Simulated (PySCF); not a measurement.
C6H7FN (doublet state).
Geometry (GFN2-xTB, Å), atoms numbered from 1 in this order:
```xyz
15
C6H7FN angstrom
C     -2.248    0.839    0.199
C     -1.056    0.385    0.568
C     -0.346   -0.695   -0.123
N     -0.552   -1.165   -1.272
C      0.833   -1.284    0.651
C      1.912   -0.324    0.599
C      2.317    0.835    0.207
F      1.538    1.747   -0.485
H     -2.779    0.434   -0.648
H     -2.745    1.629    0.735
H     -0.555    0.802    1.430
H     -1.303   -0.742   -1.809
H      0.544   -1.485    1.686
H      1.132   -2.215    0.165
H      3.304    1.247    0.364
```

The hyperfine couplings belong to this conformer and change with its torsions.

As a line formula: `[H]/N=C(\C=C)C/[C]=C\F` [radical].

Method used: UKS B3LYP, pcH-1 on C F H N, non-relativistic, mean-field spin-orbit, GIAO (PySCF 2.14.0). One conformer (not necessarily the lowest) at the GFN2-xTB geometry, without solvent, vibrations or thermal averaging. Couplings are sensitive to structure, and on GFN2-xTB geometries they can be far from those on DFT ones. The frame is twisted about the C2–C3 bond at this geometry (dihedral H11–C2–C3–C5 = 13°); couplings at other torsion angles weren't computed. The SCF solution wasn't tested for stability.

Mulliken spin populations: C1 +0.001, C2 +0.003, C3 +0.033, N4 +0.041, C5 -0.049, C6 +0.961, C7 -0.091, F8 +0.052, H9 0.000, H10 0.000, H11 -0.001, H12 +0.005, H13 +0.010, H14 +0.012, H15 +0.022.

(1) What dipolar couplings does the calculation give for H9, H10, H11, H12, H13, H14, H15?

(2) Estimate them with point dipoles: put each population ρk at its nucleus, leave out the nucleus itself and the atom bound to it, and sum T = Σ [ρk/(2S)]·C·(3 n nᵀ − 1)/r³ with C = μ0 gₑ μB g_N μN/(4π h) = 79.06 MHz Å³.

(3) If all the spin sat on C6, T∥ = 2C/r³. What distance does the computed T3 of H11 then imply?

Answers

(1) 
```json
{"atom": "H9", "position": "5 bonds from C6", "distance from C6 (Å)": "4.91", "T1 (MHz)": "-0.79", "T2": "-0.64", "T3": "1.42"}
{"atom": "H10", "position": "5 bonds from C6", "distance from C6 (Å)": "5.05", "T1 (MHz)": "-0.77", "T2": "-0.37", "T3": "1.14"}
{"atom": "H11", "position": "4 bonds from C6", "distance from C6 (Å)": "2.84", "T1 (MHz)": "-2.77", "T2": "-2.23", "T3": "5.00"}
{"atom": "H12", "position": "4 bonds from C6", "distance from C6 (Å)": "4.04", "T1 (MHz)": "-3.08", "T2": "-1.57", "T3": "4.65"}
{"atom": "H13", "position": "2 bonds from C6", "distance from C6 (Å)": "2.10", "T1 (MHz)": "-5.88", "T2": "-4.90", "T3": "10.78"}
{"atom": "H14", "position": "2 bonds from C6", "distance from C6 (Å)": "2.09", "T1 (MHz)": "-5.97", "T2": "-4.65", "T3": "10.63"}
{"atom": "H15", "position": "2 bonds from C6", "distance from C6 (Å)": "2.11", "T1 (MHz)": "-6.67", "T2": "-2.67", "T3": "9.34"}
```

(2) 
```
atom  T1 (MHz)     T2     T3  T3, computed  difference in T3 (%)
  H9     -0.91  -0.70   1.62          1.42                   +14
 H10     -0.68  -0.61   1.29          1.14                   +13
 H11     -3.33  -2.82   6.14          5.00                   +23
 H12     -1.39  -1.28   2.67          4.65                   -42
 H13     -8.31  -7.60  15.91         10.78                   +48
 H14     -8.44  -7.48  15.92         10.63                   +50
 H15     -8.56  -7.23  15.79          9.34                   +69
```

(3) r = (2 × 79.06/5.00)^(1/3) = 3.16 Å, against 2.84 Å in the structure.
